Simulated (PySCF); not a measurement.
AlI3, singlet, geometry from GFN2-xTB (such geometries of metal compounds can be far from the true shape) (core potentials on I); DF-SCAN/def2-SVP (PySCF).

Here is a job for PySCF.
```python
from pyscf import gto, scf, dft

mol = gto.M(
    atom='''
Al   -0.00000000   -0.00000000   -0.00000000
I    -2.05711704   -1.44131268   -0.05276184
I     0.00659413    2.22306763   -1.17039456
I     2.05052292   -0.78175495    1.22315640
''',
    basis='def2-svp',
    ecp={'I': 'def2-svp'},
    verbose=4,
)

mf = dft.RKS(mol)
mf.xc = 'scan'
mf = mf.density_fit(auxbasis='def2-universal-jkfit')
mf.kernel()
```

The log (banner, timings and long lists left out):

```
PySCF version 2.14.0

[INPUT] verbose = 4
[INPUT] num. atoms = 4
[INPUT] num. electrons = 88
[INPUT] charge = 0
[INPUT] spin (= nelec alpha-beta = 2S) = 0
[INPUT] symmetry False subgroup None
[INPUT] Mole.unit = angstrom
[INPUT] Symbol           X                Y                Z      unit          X                Y                Z       unit  Magmom
[INPUT]  1 Al     0.000000000000   0.000000000000   0.000000000000 AA    0.000000000000   0.000000000000   0.000000000000 Bohr   0.0
[INPUT]  2 I     -2.057117040000  -1.441312680000  -0.052761840000 AA   -3.887387811776  -2.723686225063  -0.099705427428 Bohr   0.0
[INPUT]  3 I      0.006594130000   2.223067630000  -1.170394560000 AA    0.012461099730   4.200988977086  -2.211725176081 Bohr   0.0
[INPUT]  4 I      2.050522920000  -0.781754950000   1.223156400000 AA    3.874926730943  -1.477302752023   2.311430603509 Bohr   0.0

nuclear repulsion = 433.378878896226
number of shells = 38
number of NR pGTOs = 219
number of NR cGTOs = 96
basis = def2-svp
ecp = {'I': 'def2-svp'}

******** <class 'pyscf.df.df_jk.DFRKS'> ********
method = DFRKS
initial guess = minao
damping factor = 0
level_shift factor = 0
DIIS = <class 'pyscf.scf.diis.CDIIS'>
diis_start_cycle = 1
diis_space = 8
diis_damp = 0
SCF conv_tol = 1e-09
SCF conv_tol_grad = None
SCF max_cycles = 50
direct_scf = False
XC library pyscf.dft.libxc version 7.1.2
    S. Lehtola, C. Steigemann, M. J. T. Oliveira, and M. A. L. Marques,  SoftwareX 7, 1–5 (2018)
XC functionals = scan
    J. Sun, A. Ruzsinszky, and J. P. Perdew,  Phys. Rev. Lett. 115, 036402 (2015)
    J. Sun, A. Ruzsinszky, and J. P. Perdew,  Phys. Rev. Lett. 115, 036402 (2015)
radial grids:
    Treutler-Ahlrichs [JCP 102, 346 (1995); DOI:10.1063/1.469408] (M4) radial grids

becke partition: Becke, JCP 88, 2547 (1988); DOI:10.1063/1.454033
pruning grids: <function nwchem_prune>
grids dens level: 3
symmetrized grids: False
atomic radii adjust function: <function treutler_atomic_radii_adjust>
small_rho_cutoff = 0
Set gradient conv threshold to 3.16228e-05
Initial guess from minao.
tot grids = 85056
init E= -1041.80078127279
  HOMO = -1.62056738940888  LUMO = -1.25416146530075  gap/eV = 9.97041
cycle= 1 E= -1131.68162378625  delta_E= -89.9  |g|= 5.17  |ddm|= 14.8
  HOMO = 0.0388677360897929  LUMO = 0.0531856951966669  gap/eV = 0.38961
cycle= 2 E= -1131.40443794517  delta_E= 0.277  |g|=  4.6  |ddm|= 13.6
  HOMO = -0.226847152677417  LUMO = 0.0612318136622861  gap/eV = 7.83903
cycle= 3 E= -1135.18076324742  delta_E= -3.78  |g|=  1.3  |ddm|= 7.61
  HOMO = -0.268193573683343  LUMO = -0.141545072479132  gap/eV = 3.44628
cycle= 4 E= -1135.68794137556  delta_E= -0.507  |g|= 0.851  |ddm|=  3.2
  HOMO = -0.248095515157225  LUMO = -0.0996163155188503  gap/eV = 4.04032
cycle= 5 E= -1135.95775785931  delta_E= -0.27  |g|= 0.0609  |ddm|=  1.2
  HOMO = -0.256035272567952  LUMO = -0.106288718035323  gap/eV = 4.07481
cycle= 6 E= -1135.95866772572  delta_E= -0.00091  |g|= 0.0122  |ddm|= 0.115
  HOMO = -0.25455386203149  LUMO = -0.104067125640312  gap/eV = 4.09495
cycle= 7 E= -1135.95872861657  delta_E= -6.09e-05  |g|= 0.00107  |ddm|= 0.0236
  HOMO = -0.254650847505186  LUMO = -0.104195383170636  gap/eV = 4.09410
cycle= 8 E= -1135.95872879545  delta_E= -1.79e-07  |g|= 0.0007  |ddm|= 0.00322
  HOMO = -0.254664376771447  LUMO = -0.104199978623652  gap/eV = 4.09434
cycle= 9 E= -1135.95872898971  delta_E= -1.94e-07  |g|= 0.000109  |ddm|= 0.00153
  HOMO = -0.254666402843239  LUMO = -0.104190761389662  gap/eV = 4.09465
cycle= 10 E= -1135.95872899466  delta_E= -4.95e-09  |g|= 1.69e-05  |ddm|= 0.000238
  HOMO = -0.254665711291325  LUMO = -0.104190340582913  gap/eV = 4.09464
cycle= 11 E= -1135.95872899476  delta_E= -9.78e-11  |g|= 6.44e-06  |ddm|= 3.26e-05
  HOMO = -0.254665680890632  LUMO = -0.104190483254627  gap/eV = 4.09464
Extra cycle  E= -1135.95872899475  delta_E= 6.82e-12  |g|= 6.88e-06  |ddm|= 1.88e-05
converged SCF energy = -1135.95872899475
```
